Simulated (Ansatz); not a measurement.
# Nudged elastic band run: ClF$_{2}$H$_{5}$NPTi

Input:

```yaml
crystal:
  periodic: [false, false, false]
  atoms:
    - { symbol: Ti, position_ang: [-0.043179, -0.388819, 0.056939] }
    - { symbol: "N", position_ang: [-0.157183, -0.173034, 1.858473] }
    - { symbol: H, position_ang: [-0.445831, -0.890853, 2.508821] }
    - { symbol: H, position_ang: [0.119854, 0.676101, 2.332602] }
    - { symbol: Cl, position_ang: [2.028632, -0.892228, -0.510005] }
    - { symbol: F, position_ang: [-0.473037, 1.115869, -0.690945] }
    - { symbol: F, position_ang: [-1.08922, -1.700015, -0.349328] }
    - { symbol: P, position_ang: [2.136832, 2.973846, 1.308983] }
    - { symbol: H, position_ang: [2.587159, 1.648215, 1.091593] }
    - { symbol: H, position_ang: [0.973141, 2.819354, 0.517465] }
    - { symbol: H, position_ang: [1.478532, 2.665066, 2.529605] }
basis:
  gaussian: { orbitals: def2-SVP }
hamiltonian:
  xc: { name: BHLYP }
  dispersion: d4
neb:
  order_check: false
  images: 7
  f_tol: 0.05
  max_iterations: 60
  final_atoms:
    - { symbol: Ti, position_ang: [0.24202576, 0.38963028, 0.0535418] }
    - { symbol: "N", position_ang: [0.41261048, 0.06831811, 2.29960087] }
    - { symbol: H, position_ang: [0.01997506, -0.8492225, 2.47813878] }
    - { symbol: H, position_ang: [1.36056748, 0.06222497, 2.65461628] }
    - { symbol: Cl, position_ang: [1.74311324, -1.2515677, -0.04993407] }
    - { symbol: F, position_ang: [0.13472348, 0.90859453, -1.59798232] }
    - { symbol: F, position_ang: [-1.43055765, 0.06382941, 0.41554585] }
    - { symbol: P, position_ang: [0.99894878, 2.62412072, 0.76913105] }
    - { symbol: H, position_ang: [2.22237, 2.11630196, 1.28296181] }
    - { symbol: H, position_ang: [1.53774864, 2.98248912, -0.48728662] }
    - { symbol: H, position_ang: [-0.12582527, 0.7387831, 2.83586956] }
  initial_path:
    images:
      - { positions_ang: [[-0.043179, -0.388819, 0.056939], [-0.157183, -0.173034, 1.858473], [-0.445831, -0.890853, 2.508821], [0.119854, 0.676101, 2.332602], [2.028632, -0.892228, -0.510005], [-0.473037, 1.115869, -0.690945], [-1.08922, -1.700015, -0.349328], [2.136832, 2.973846, 1.308983], [2.587159, 1.648215, 1.091593], [0.973141, 2.819354, 0.517465], [1.478532, 2.665066, 2.529605]] }
      - { positions_ang: [[-0.02226183, -0.30911744, 0.04979387], [-0.11869308, -0.11593423, 2.00252923], [-0.55455053, -0.72220913, 2.6225451], [0.30364951, 0.60261403, 2.49046861], [2.09353074, -0.67882905, -0.56321506], [-0.56898665, 1.17711174, -0.68641401], [-1.00759969, -1.68004734, -0.39094428], [1.9483015, 2.77240927, 1.18052051], [2.55882095, 1.68725682, 1.2256974], [1.19743053, 2.82584714, 0.2996487], [1.28605854, 2.29440019, 2.42357293]] }
      - { positions_ang: [[-0.00134466, -0.22941587, 0.04264873], [-0.08020316, -0.05883447, 2.14658546], [-0.66327007, -0.55356527, 2.7362692], [0.48744503, 0.52912705, 2.64833521], [2.15842948, -0.46543009, -0.61642512], [-0.66493629, 1.23835449, -0.68188303], [-0.92597938, -1.66007968, -0.43256055], [1.75977101, 2.57097254, 1.05205802], [2.5304829, 1.72629863, 1.35980179], [1.42172005, 2.83234029, 0.08183241], [1.09358509, 1.92373437, 2.31754087]] }
      - { positions_ang: [[0.01957251, -0.14971431, 0.0355036], [-0.04171323, -0.0017347, 2.29064169], [-0.7719896, -0.3849214, 2.8499933], [0.67124054, 0.45564008, 2.80620182], [2.22332822, -0.25203114, -0.66963518], [-0.76088594, 1.29959723, -0.67735204], [-0.84435907, -1.64011202, -0.47417683], [1.57124051, 2.36953581, 0.92359552], [2.50214485, 1.76534045, 1.49390619], [1.64600958, 2.83883343, -0.13598389], [0.90111163, 1.55306856, 2.2115088]] }
      - { positions_ang: [[0.04048968, -0.07001275, 0.02835847], [-0.00322331, 0.05536507, 2.43469793], [-0.88070914, -0.21627754, 2.9637174], [0.85503606, 0.38215311, 2.96406842], [2.28822696, -0.03863219, -0.72284524], [-0.85683558, 1.36083997, -0.67282106], [-0.76273876, -1.62014435, -0.5157931], [1.38271002, 2.16809908, 0.79513303], [2.4738068, 1.80438227, 1.62801059], [1.8702991, 2.84532658, -0.35380018], [0.70863818, 1.18240275, 2.10547674]] }
      - { positions_ang: [[0.0908737, 0.04489801, 0.0346543], [0.10073514, 0.05860333, 2.40092366], [-0.65553809, -0.37451378, 2.84232274], [0.98141891, 0.30217108, 2.88670539], [2.15194853, -0.34186606, -0.55461744], [-0.60894582, 1.24777861, -0.90411137], [-0.92969348, -1.19915091, -0.28295836], [1.28676971, 2.28210449, 0.78863254], [2.4109476, 1.88236219, 1.54174839], [1.78716149, 2.87961721, -0.38717179], [0.50002231, 1.07149784, 2.28807495]] }
      - { positions_ang: [[0.14125772, 0.15980877, 0.04095013], [0.20469359, 0.06184159, 2.3671494], [-0.43036704, -0.53275002, 2.72092809], [1.10780177, 0.22218904, 2.80934235], [2.0156701, -0.64509994, -0.38638965], [-0.36105605, 1.13471725, -1.13540169], [-1.09664821, -0.77815747, -0.05012362], [1.1908294, 2.3961099, 0.78213204], [2.3480884, 1.96034211, 1.4554862], [1.70402387, 2.91390785, -0.4205434], [0.29140645, 0.96059292, 2.47067315]] }
      - { positions_ang: [[0.19164174, 0.27471952, 0.04724597], [0.30865204, 0.06507985, 2.33337513], [-0.20519599, -0.69098626, 2.59953344], [1.23418462, 0.14220701, 2.73197931], [1.87939167, -0.94833382, -0.21816186], [-0.11316628, 1.02165589, -1.366692], [-1.26360293, -0.35716403, 0.18271112], [1.09488909, 2.51011531, 0.77563155], [2.2852292, 2.03832204, 1.36922401], [1.62088626, 2.94819848, -0.45391501], [0.08279059, 0.84968801, 2.65327136]] }
      - { positions_ang: [[0.24202576, 0.38963028, 0.0535418], [0.41261048, 0.06831811, 2.29960087], [0.01997506, -0.8492225, 2.47813878], [1.36056748, 0.06222497, 2.65461628], [1.74311324, -1.2515677, -0.04993407], [0.13472348, 0.90859453, -1.59798232], [-1.43055765, 0.06382941, 0.41554585], [0.99894878, 2.62412072, 0.76913105], [2.22237, 2.11630196, 1.28296181], [1.53774864, 2.98248912, -0.48728662], [-0.12582527, 0.7387831, 2.83586956]] }
```

Command:

```bash
$ ansatz run input.yaml --threads 4 --pin off --max-ram 5120MiB --backend cpu --events-out ev --progress --plain --runs-dir out
```

Output, in part (warnings, iteration lines, the closing report on the highest movable image, with atoms numbered from 0):

```
NEB end point (image 0): max|allowed force component| = 2.389e-2 eV/Å (the criterion of neb.relax_end_points is 1.000e-2)
NEB end point (image 8): max|allowed force component| = 2.047e-2 eV/Å (the criterion of neb.relax_end_points is 1.000e-2)
NEB iter   1: max|band force component| = 1.977e1 eV/Å  barrier→ = 7.0926 eV  barrier← = 7.3471 eV  Δτ_max = 0.2000 Å  (343 SCF iters)
NEB iter   2: max|band force component| = 8.216e0 eV/Å  barrier→ = 3.5526 eV  barrier← = 3.8071 eV  Δτ_max = 0.2000 Å  (321 SCF iters)
NEB iter   3: max|band force component| = 3.384e0 eV/Å  barrier→ = 2.2510 eV  barrier← = 2.5055 eV  Δτ_max = 0.2000 Å  (298 SCF iters)
NEB iter   4: max|band force component| = 2.578e0 eV/Å  barrier→ = 1.4978 eV  barrier← = 1.7523 eV  Δτ_max = 0.2000 Å  (297 SCF iters)
NEB iter   5: max|band force component| = 1.196e0 eV/Å  barrier→ = 1.2128 eV  barrier← = 1.4673 eV  Δτ_max = 0.2000 Å  (289 SCF iters)
NEB iter   6: max|band force component| = 8.612e-1 eV/Å  barrier→ = 1.0414 eV  barrier← = 1.2959 eV  CI = image 4  Δτ_max = 0.1983 Å  (280 SCF iters)
NEB iter   7: max|band force component| = 1.802e0 eV/Å  barrier→ = 1.4703 eV  barrier← = 1.7249 eV  CI = image 4  Δτ_max = 0.2000 Å  (282 SCF iters)
NEB iter   8: max|band force component| = 1.266e0 eV/Å  barrier→ = 1.8302 eV  barrier← = 2.0847 eV  CI = image 4  Δτ_max = 0.1008 Å  (281 SCF iters)
NEB iter   9: max|band force component| = 7.123e-1 eV/Å  barrier→ = 1.7444 eV  barrier← = 1.9990 eV  CI = image 4  Δτ_max = 0.2000 Å  (281 SCF iters)
NEB iter  10: max|band force component| = 3.095e-1 eV/Å  barrier→ = 1.7023 eV  barrier← = 1.9569 eV  CI = image 4  Δτ_max = 0.1060 Å  (277 SCF iters)
NEB iter  11: max|band force component| = 2.966e-1 eV/Å  barrier→ = 1.6986 eV  barrier← = 1.9531 eV  CI = image 4  Δτ_max = 0.0534 Å  (283 SCF iters)
NEB iter  12: max|band force component| = 2.976e-1 eV/Å  barrier→ = 1.6861 eV  barrier← = 1.9406 eV  CI = image 4  Δτ_max = 0.0534 Å  (282 SCF iters)
NEB iter  13: max|band force component| = 2.212e-1 eV/Å  barrier→ = 1.6805 eV  barrier← = 1.9350 eV  CI = image 4  Δτ_max = 0.0534 Å  (282 SCF iters)
NEB iter  14: max|band force component| = 1.457e-1 eV/Å  barrier→ = 1.6740 eV  barrier← = 1.9285 eV  CI = image 4  Δτ_max = 0.0534 Å  (273 SCF iters)
NEB iter  15: max|band force component| = 1.230e-1 eV/Å  barrier→ = 1.6702 eV  barrier← = 1.9247 eV  CI = image 4  Δτ_max = 0.0534 Å  (276 SCF iters)
NEB iter  16: max|band force component| = 1.076e-1 eV/Å  barrier→ = 1.6689 eV  barrier← = 1.9234 eV  CI = image 4  Δτ_max = 0.0532 Å  (275 SCF iters)
NEB iter  17: max|band force component| = 8.825e-2 eV/Å  barrier→ = 1.6684 eV  barrier← = 1.9230 eV  CI = image 4  Δτ_max = 0.0533 Å  (274 SCF iters)
NEB iter  18: max|band force component| = 6.742e-2 eV/Å  barrier→ = 1.6682 eV  barrier← = 1.9227 eV  CI = image 4  Δτ_max = 0.0533 Å  (251 SCF iters)
NEB iter  19: max|band force component| = 5.107e-2 eV/Å  barrier→ = 1.6681 eV  barrier← = 1.9226 eV  CI = image 4  Δτ_max = 0.0530 Å  (251 SCF iters)
NEB iter  20: max|band force component| = 4.499e-2 eV/Å  barrier→ = 1.6680 eV  barrier← = 1.9226 eV  CI = image 4  Δτ_max = 0.0000 Å  (497 SCF iters)
Total energy: -51917.28084590 eV, -1907.9248802900 hartree
Atom 0 at     0.297473     0.100007     0.209048 Å, force     0.006926     0.006399    -0.009641 eV/Å
Atom 1 at    -0.007578     0.169858     2.173699 Å, force     0.003676     0.000855     0.002325 eV/Å
Atom 2 at    -0.934021    -0.107689     2.482657 Å, force    -0.002963    -0.002677     0.002427 eV/Å
Atom 3 at     0.688662    -0.188462     2.815737 Å, force    -0.000317    -0.004125     0.004312 eV/Å
Atom 4 at     2.204531    -0.462161    -0.705753 Å, force    -0.004084     0.002795     0.003491 eV/Å
Atom 5 at    -0.705936     1.206997    -0.644209 Å, force     0.001686    -0.003209    -0.000310 eV/Å
Atom 6 at    -0.617321    -1.360208     0.025471 Å, force    -0.004553    -0.003044     0.000095 eV/Å
Atom 7 at     1.587225     2.545757     1.305452 Å, force     0.001947    -0.001847    -0.001129 eV/Å
Atom 8 at     2.788822     1.825133     1.127170 Å, force    -0.000623     0.000733    -0.000619 eV/Å
Atom 9 at     1.330497     2.758793    -0.066894 Å, force    -0.000314    -0.000106     0.000430 eV/Å
Atom 10 at     0.483346     1.365476     1.931826 Å, force    -0.001382     0.004226    -0.001381 eV/Å
Dipole moment:    -0.131010    -0.249032     0.616409 e Å
```

The run converged. The profile has 2 maxima (images 4, 6) with wells between them (image 5): this band takes more than one step, which may be the mechanism or a detour left from its start path. Neighbouring images differ by up to 1.6 eV, so the band resolves the path poorly. A vibrational analysis at the climbing image gives one clearly imaginary mode, 1593i cm⁻¹: a first-order saddle point. The orbitals stay closed-shell, which can raise the energy where a bond breaks towards radicals; this wasn't checked here.

Final band (atoms are numbered from 1 in the order of the input):

```json
{"image": "0", "path coordinate (Å)": "0.00", "energy (eV)": "0.00", "P8–H11 (Å)": "1.42", "Ti1–P8 (Å)": "4.20", "N2–H11 (Å)": "3.34"}
{"image": "1", "path coordinate (Å)": "0.87", "energy (eV)": "0.02", "P8–H11 (Å)": "1.42", "Ti1–P8 (Å)": "4.16", "N2–H11 (Å)": "3.11"}
{"image": "2", "path coordinate (Å)": "1.75", "energy (eV)": "0.09", "P8–H11 (Å)": "1.42", "Ti1–P8 (Å)": "4.01", "N2–H11 (Å)": "2.75"}
{"image": "3", "path coordinate (Å)": "2.62", "energy (eV)": "0.35", "P8–H11 (Å)": "1.42", "Ti1–P8 (Å)": "3.52", "N2–H11 (Å)": "2.14"}
{"image": "4", "path coordinate (Å)": "3.49", "energy (eV)": "1.67", "P8–H11 (Å)": "1.73", "Ti1–P8 (Å)": "2.97", "N2–H11 (Å)": "1.31"}
{"image": "5", "path coordinate (Å)": "5.22", "energy (eV)": "0.05", "P8–H11 (Å)": "2.65", "Ti1–P8 (Å)": "2.56", "N2–H11 (Å)": "1.01"}
{"image": "6", "path coordinate (Å)": "6.94", "energy (eV)": "0.12", "P8–H11 (Å)": "2.77", "Ti1–P8 (Å)": "2.53", "N2–H11 (Å)": "1.01"}
{"image": "7", "path coordinate (Å)": "8.65", "energy (eV)": "0.04", "P8–H11 (Å)": "2.75", "Ti1–P8 (Å)": "2.49", "N2–H11 (Å)": "1.01"}
{"image": "8", "path coordinate (Å)": "10.37", "energy (eV)": "-0.25", "P8–H11 (Å)": "3.02", "Ti1–P8 (Å)": "2.47", "N2–H11 (Å)": "1.01"}
```

The run took 7.1 min on 4 threads of Arm Neoverse V2, with other jobs on the host, peak memory 0.4 GiB.
